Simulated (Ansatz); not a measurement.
Consider the formal exchange of groups at a C–C bond: `C[CH]1[CH2][SbH]1` + `[NH2][ZnH]` → `[NH2][Zn][CH]1[CH2][SbH]1` + CH₄.

Gas-phase electronic energies from Ansatz, PBE0-D4/def2-TZVP geometries. CCSD(T)/CBS adds triple-zeta CCSD(T) − MP2 to the extrapolated MP2 energy (def2 sets, frozen cores). This one scheme is used for every species. Elements past krypton have def2 core potentials. For Sb, Zn outer-core shells are correlated without core-valence functions, which leaves a few kJ/mol of doubt a bond. Scalar relativity is left out up to krypton. One conformer a species, not always the lowest.

```json
{"level": "HF/def2-SVP", "ΔE (eV)": "-0.38"}
{"level": "MP2/def2-SVP", "ΔE (eV)": "-0.49"}
{"level": "MP2/CBS(def2)", "ΔE (eV)": "-0.59"}
{"level": "CCSD/CBS(def2)", "ΔE (eV)": "-0.51"}
```

Q: What does CCSD(T)/CBS give? (Estimate.)

A: Computed: -0.54 eV. The listed levels differ from it by 0.16, 0.05, -0.05, 0.03 eV.

Largest T1 diagnostic among the species: 0.016.

Leaving LDA and LC-ωPBE aside and taking each functional with its dispersion term where it has one, the values, not all of them listed here, spread over 0.11 eV, from r2SCAN-D4 to B97M-V. LDA lies +0.06 eV from PBE without D4. From BLYP to BHLYP (50 % exact exchange), in def2-TZVPP and without D4, ΔE moves by +0.04 eV.
